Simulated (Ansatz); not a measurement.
Compare A (`CC[SiH](F)[AlH2]`) with its isomer B (`[CH3][Al]([F])[CH2][SiH3]`).

Calculated with Ansatz (gas phase, PBE0-D4/def2-TZVP geometries, no zero-point term in ΔE). CBS: MP2 limit from def2 TZ/QZ plus the TZ coupled-cluster correction, frozen cores. DFT in def2-TZVPP. B3LYP here is the variant with VWN-RPA as its local correlation; programs differ in this. One conformer a species, not always the lowest.

A:

```xyz
13

C    -1.249   -1.129   -1.335
C    -0.783    0.081   -0.530
Si    0.776   -0.232    0.463
F     1.932   -0.703   -0.567
Al    1.544    1.708    1.790
H    -2.156   -0.908   -1.904
H    -1.466   -1.979   -0.683
H    -0.483   -1.450   -2.045
H    -1.559    0.397    0.179
H    -0.615    0.939   -1.191
H     0.519   -1.413    1.348
H     0.550    2.345    2.858
H     2.990    2.343    1.617
```

B:

Z-matrix (Å, degrees):
```
C
Al 1 1.939
H 1 1.093 2 111.8
H 1 1.095 2 110.6 3 119.2
H 1 1.093 2 111.7 3 -121.7
F 2 1.656 1 118.2 3 -29.2
C 2 1.941 1 125.3 3 150.9
Si 7 1.866 2 114.3 1 -83.5
H 7 1.097 2 108.7 1 36.8
H 7 1.095 2 109.5 1 154.6
H 8 1.488 7 112.8 2 178.1
H 8 1.491 7 110.0 2 57.7
H 8 1.489 7 110.4 2 -60.8
```

Which isomer does CCSD(T)/CBS put lower? Give the gap. (Estimate.)

Ansatz gave: B, by 144.0 kJ/mol.

Give E(B) − E(A) in kJ/mol with B3LYP-D4, r2SCAN-D4, CCSD/def2-TZVPP, ωB97M-V, B3LYP, PBE0-D4, CCSD(T)/def2-TZVPP. (Best estimate.)

Computed: B3LYP-D4 -139.6, r2SCAN-D4 -147.4, CCSD/def2-TZVPP -141.1, ωB97M-V -148.3, B3LYP -140.9, PBE0-D4 -133.9, CCSD(T)/def2-TZVPP -142.9. None reverses the order clearly.

Largest T1 diagnostic: 0.011.

In def2-TZVPP, CCSD(T) changes the Hartree–Fock value by −13.9 kJ/mol (the triples alone add −1.9 kJ/mol) and MP2 by −25.9 kJ/mol.
